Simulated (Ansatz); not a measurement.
Born–Oppenheimer molecular dynamics of F3H2NSi (7 atoms, charge 0, multiplicity 1). It starts from a relaxed structure.

Method: Ansatz 0.2.0, RKS PBE-D4/def2-SVP.

```json
{"ensemble": "NVE (velocity Verlet)", "time step": "1 fs", "steps asked": "150", "starting velocities drawn for": "500 K", "seed": "858561"}
```

Frames 10 fs apart, positions in Å, forces in eV/Å.

Velocities at 20.0 fs (Å/ps):

```
Si -2.00 -4.08 -2.21
N -4.67 0.39 3.11
H -5.11 7.86 -5.53
H 10.07 -8.05 -6.54
F 1.66 1.08 -3.28
F 0.58 -0.64 1.33
F 3.90 5.31 3.55
```

```xyz
7
Properties=species:S:1:pos:R:3:forces:R:3 time_fs=20.0 energy_less_start_eV=0.174 T=231
Si 0.043 -0.036 0.101 0.29 0.65 -0.16
N -0.039 -0.122 1.820 0.45 0.17 -0.34
H -0.965 0.140 2.157 -0.42 -0.14 0.07
H 0.627 0.330 2.455 0.25 -0.08 -0.33
F 1.521 0.038 -0.599 -0.51 -0.48 0.75
F -0.672 1.274 -0.527 -0.20 0.28 0.09
F -0.847 -1.238 -0.491 0.13 -0.40 -0.10
7
Properties=species:S:1:pos:R:3:forces:R:3 time_fs=30.0 energy_less_start_eV=0.259 T=101
Si 0.041 -0.049 0.088 0.96 2.09 1.00
N -0.074 -0.116 1.821 1.03 -0.19 -1.32
H -0.983 0.178 2.172 -0.13 0.14 0.31
H 0.724 0.254 2.342 -0.19 0.10 0.26
F 1.520 0.036 -0.611 -0.50 -0.50 0.80
F -0.672 1.275 -0.512 -0.20 0.32 -0.03
F -0.822 -1.220 -0.471 -0.97 -1.96 -1.02
7
Properties=species:S:1:pos:R:3:forces:R:3 time_fs=40.0 energy_less_start_eV=0.193 T=203
Si 0.058 -0.006 0.098 -2.09 -1.11 -0.98
N -0.062 -0.109 1.769 0.95 0.23 1.08
H -0.901 0.196 2.258 -0.49 -0.08 -0.24
H 0.715 0.214 2.349 0.30 -0.11 -0.06
F 1.500 0.009 -0.584 0.73 -0.25 0.21
F -0.682 1.292 -0.499 -0.23 0.46 -0.20
F -0.830 -1.277 -0.491 0.84 0.86 0.19
7
Properties=species:S:1:pos:R:3:forces:R:3 time_fs=50.0 energy_less_start_eV=0.109 T=333
Si 0.019 0.008 0.082 -0.40 -1.30 -0.53
N -0.003 -0.085 1.771 -0.11 -0.02 -0.51
H -0.929 0.104 2.155 0.19 0.02 0.55
H 0.808 0.102 2.352 -0.05 0.13 0.26
F 1.507 -0.030 -0.544 0.04 -0.01 0.15
F -0.703 1.331 -0.496 -0.18 0.03 -0.15
F -0.806 -1.304 -0.508 0.51 1.13 0.21
7
Properties=species:S:1:pos:R:3:forces:R:3 time_fs=60.0 energy_less_start_eV=0.163 T=249
Si -0.031 -0.011 0.052 2.00 1.66 1.32
N 0.054 -0.057 1.768 -0.90 0.01 0.01
H -0.795 -0.010 2.346 0.02 -0.04 -0.37
H 0.842 0.050 2.399 0.51 0.05 -0.40
F 1.515 -0.071 -0.496 -0.80 0.18 0.13
F -0.732 1.368 -0.499 0.19 -0.94 0.05
F -0.762 -1.284 -0.518 -1.02 -0.91 -0.73
7
Properties=species:S:1:pos:R:3:forces:R:3 time_fs=70.0 energy_less_start_eV=0.102 T=343
Si -0.028 0.010 0.059 -0.31 0.03 0.62
N 0.079 -0.027 1.755 -0.16 0.04 -0.36
H -0.677 -0.143 2.436 0.36 0.09 -0.11
H 1.039 0.031 2.097 -0.17 -0.07 0.41
F 1.493 -0.102 -0.444 0.41 0.36 -0.33
F -0.752 1.363 -0.501 0.25 -0.69 -0.06
F -0.758 -1.294 -0.558 -0.39 0.24 -0.16
7
Properties=species:S:1:pos:R:3:forces:R:3 time_fs=80.0 energy_less_start_eV=0.206 T=183
Si -0.029 0.032 0.084 -0.96 -2.09 -1.30
N 0.111 0.008 1.730 0.28 -0.07 1.78
H -0.502 -0.234 2.514 -0.12 0.15 -0.43
H 1.094 -0.050 2.011 -0.05 -0.03 0.12
F 1.487 -0.115 -0.407 0.69 0.42 -0.49
F -0.763 1.327 -0.507 -0.15 0.30 -0.31
F -0.775 -1.293 -0.606 0.31 1.31 0.62
7
Properties=species:S:1:pos:R:3:forces:R:3 time_fs=90.0 energy_less_start_eV=0.123 T=311
Si -0.054 -0.004 0.078 1.68 0.19 0.65
N 0.163 0.042 1.778 -0.66 -0.25 -0.08
H -0.548 -0.242 2.465 0.25 0.18 -0.20
H 1.121 -0.161 2.086 -0.22 -0.02 -0.04
F 1.509 -0.108 -0.393 -0.43 0.30 -0.27
F -0.778 1.300 -0.527 -0.06 0.12 -0.02
F -0.783 -1.240 -0.629 -0.55 -0.52 -0.04
7
Properties=species:S:1:pos:R:3:forces:R:3 time_fs=100.0 energy_less_start_eV=0.163 T=249
Si -0.031 -0.035 0.088 0.82 1.76 0.70
N 0.181 0.066 1.813 -0.52 -0.44 -0.85
H -0.606 -0.173 2.426 0.17 0.08 0.08
H 1.077 -0.315 2.158 -0.41 0.11 -0.14
F 1.516 -0.086 -0.394 -0.12 0.03 -0.32
F -0.794 1.278 -0.546 0.50 -0.56 0.56
F -0.816 -1.207 -0.652 -0.45 -0.99 -0.04
7
Properties=species:S:1:pos:R:3:forces:R:3 time_fs=110.0 energy_less_start_eV=0.183 T=218
Si 0.013 -0.018 0.115 -1.87 -0.55 -1.49
N 0.154 0.068 1.796 0.19 -0.61 0.68
H -0.618 -0.012 2.462 -0.18 0.14 -0.21
H 0.955 -0.460 2.179 -0.14 0.29 -0.18
F 1.520 -0.062 -0.411 0.60 -0.13 -0.34
F -0.788 1.234 -0.539 0.32 0.26 0.42
F -0.864 -1.214 -0.671 1.09 0.61 1.14
7
Properties=species:S:1:pos:R:3:forces:R:3 time_fs=120.0 energy_less_start_eV=0.158 T=257
Si 0.010 -0.015 0.102 0.34 -1.38 -0.39
N 0.116 0.043 1.794 0.33 -0.26 -0.55
H -0.708 0.231 2.359 0.03 -0.16 0.34
H 0.885 -0.499 2.213 -0.47 0.27 0.21
F 1.545 -0.045 -0.443 -0.46 -0.21 0.05
F -0.770 1.207 -0.515 -0.56 1.72 -0.32
F -0.866 -1.201 -0.639 0.79 0.02 0.65
7
Properties=species:S:1:pos:R:3:forces:R:3 time_fs=130.0 energy_less_start_eV=0.149 T=271
Si 0.013 -0.045 0.075 1.20 1.84 0.88
N 0.071 0.011 1.775 -0.08 -0.06 0.45
H -0.703 0.362 2.337 -0.32 0.17 -0.27
H 0.697 -0.469 2.428 0.26 -0.09 -0.55
F 1.551 -0.039 -0.474 -0.65 -0.28 0.04
F -0.771 1.252 -0.500 0.21 0.20 0.20
F -0.833 -1.193 -0.580 -0.62 -1.78 -0.75
```

Of the whole run (150 fs, mean temperature of the second half 262 K): The conserved energy stayed within 0.21 meV per atom of its start (net change 0.15 meV per atom), so the integration is sound. Over the second half the temperature averaged 0.52 of the 500 K drawn at the start: a run that starts near a minimum puts about half its kinetic energy into the potential. A run of 0.15 ps of so small a system gives no equilibrium averages.

The run took 5.2 min on 1 thread of Arm Neoverse V1 (shared host), peak memory 0.11 GiB.
